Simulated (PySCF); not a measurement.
## An excited-state table with gaps

Compound: C₈H₈S.
InChI=1S/C8H8S/c1-7(9)8-5-3-2-4-6-8/h2-6H,1H3

Method used: TDDFT B3LYP/def2-SVPD, vertical, gas phase, core orbitals frozen in the response in PySCF 2.14.0, density-fitted response routines. Isolated species at its PBE0-D3(BJ)/def2-SVP geometry (one conformer only). Torsions of this conformer, `[CH3:1][C:2](=[S:3])[c:4]1[cH:5][cH:6][cH:7][cH:8][cH:9]1`: C1–C2–C4–C5 176°.

Orbital energies (eV): HOMO-3 -8.64, HOMO-2 -7.50, HOMO-1 -7.01, HOMO -6.09, LUMO -2.74, LUMO+1 -0.79, LUMO+2 -0.01.

Lowest singlets, with some entries withheld (?).

```json
{"state": "S1", "λ (nm)": "581.9", "f": "0.0001", "main configurations (H = HOMO, L = LUMO)": "H→L (99%)"}
{"state": "S2", "λ (nm)": "311.1", "f": "0.114", "main configurations (H = HOMO, L = LUMO)": "H-1→L (52%), H-2→L (44%)"}
{"state": "S3", "λ (nm)": "297.9", "f": "0.249", "main configurations (H = HOMO, L = LUMO)": "H-2→L (50%), H-1→L (43%)"}
{"state": "S4", "λ (nm)": "272.4", "f": "0.0023", "main configurations (H = HOMO, L = LUMO)": "H→L+1 (100%)"}
{"state": "S5", "λ (nm)": "238.9", "f": "0.0002", "main configurations (H = HOMO, L = LUMO)": "H→L+2 (98%)"}
{"state": "S6", "λ (nm)": "?", "f": "0.013", "main configurations (H = HOMO, L = LUMO)": "H-3→L (76%), H-1→L+1 (10%)"}
{"state": "S7", "λ (nm)": "?", "f": "0.071", "main configurations (H = HOMO, L = LUMO)": "H-1→L+1 (55%), H→L+3 (23%), H-2→L+2 (8%)"}
{"state": "S8", "λ (nm)": "?", "f": "0.0008", "main configurations (H = HOMO, L = LUMO)": "H-4→L (96%)"}
{"state": "S9", "λ (nm)": "?", "f": "0.077", "main configurations (H = HOMO, L = LUMO)": "H→L+3 (68%), H-1→L+1 (14%)"}
{"state": "S10", "λ (nm)": "?", "f": "0.0000", "main configurations (H = HOMO, L = LUMO)": "H-5→L (97%)"}
```

Task: Fill in the withheld entries.

Result: 
- S6: λ = 227.6 nm
- S7: λ = 221.6 nm
- S8: λ = 219.2 nm
- S9: λ = 217.3 nm
- S10: λ = 202.4 nm

Task: Where do the lowest triplets lie (Tamm–Dancoff)?

Result: T1 1.73 eV, H→L (98%); T2 2.55 eV, H-1→L (92%); T3 3.54 eV, H-2→L (96%); T4 3.99 eV, H-3→L (74%), H-1→L+2 (12%). E(S1) − E(T1) = +0.40 eV.

Task: What is the mean static polarisability from the same response equations?

Result: 122.0 au (18.07 Å³), with principal values 68.9, 122.5 and 174.4 au.

Task: How far apart are S2 and S9, in eV and cm⁻¹?

Result: 5.705 − 3.985 = 1.720 eV, or about 13870 cm⁻¹.

The vertical ionisation energy (ΔSCF) is 8.16 eV, 2.03 eV above S10.
